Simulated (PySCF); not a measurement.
# Highest orbital energy against ionisation energy along the 5p block

Calculated with PySCF 2.14, no spin-orbit coupling. Each cell gives −ε(HOMO) / ΔSCF in eV; NIST values include spin-orbit coupling, (s) semi-empirical, (t) theoretical.

```json
{"species": "In²⁺ (aug-cc-pVQZ-PP with ECP28MDF, ECP)", "UHF": "26.767 / 26.622", "LDA": "24.641 / 29.094", "PBE": "24.232 / 28.670", "PBE0": "25.043 / 28.285", "r2SCAN": "24.494 / 28.380", "NIST (lowest levels)": "28.044"}
{"species": "Sn²⁺ (aug-cc-pVQZ-PP with ECP28MDF, ECP)", "UHF": "28.789 / 28.535", "LDA": "26.617 / 31.279", "PBE": "26.167 / 30.791", "PBE0": "27.058 / 30.420", "r2SCAN": "26.378 / 30.459", "NIST (lowest levels)": "30.506"}
{"species": "Sb²⁺ (aug-cc-pVQZ-PP with ECP28MDF, ECP)", "UHF": "24.442 / 24.147", "LDA": "20.581 / 24.925", "PBE": "20.494 / 24.703", "PBE0": "21.655 / 24.739", "r2SCAN": "20.888 / 24.881", "NIST (lowest levels)": "25.323"}
{"species": "Te²⁺ (aug-cc-pVQZ-PP with ECP28MDF, ECP)", "UHF": "27.352 / 26.971", "LDA": "23.062 / 27.710", "PBE": "22.979 / 27.490", "PBE0": "24.265 / 27.560", "r2SCAN": "23.430 / 27.704", "NIST (lowest levels)": "27.84 ± 0.04"}
{"species": "I²⁺ (aug-cc-pVQZ-PP with ECP28MDF, ECP)", "UHF": "30.313 / 29.853", "LDA": "25.536 / 30.477", "PBE": "25.465 / 30.273", "PBE0": "26.889 / 30.391", "r2SCAN": "25.998 / 30.566", "NIST (lowest levels)": "29.57 ± 0.025"}
{"species": "Xe²⁺ (aug-cc-pVQZ-PP with ECP28MDF, ECP)", "UHF": "30.052 / 29.370", "LDA": "25.893 / 30.820", "PBE": "25.719 / 30.478", "PBE0": "27.074 / 30.501", "r2SCAN": "26.071 / 30.523", "NIST (lowest levels)": "31.05 ± 0.04 (s)"}
```

Problem. How far is −ε(HOMO) from ΔSCF on average for each method, and why?

Solution. UHF 0.37 eV; LDA -4.66 eV; PBE -4.56 eV; PBE0 -3.32 eV; r2SCAN -4.21 eV. Hartree-Fock orbital energies lack relaxation and so exceed the ΔSCF value; semilocal functionals have convex E(N) from self-interaction, so their HOMO lies far too high; exact exchange moves hybrids part of the way back.
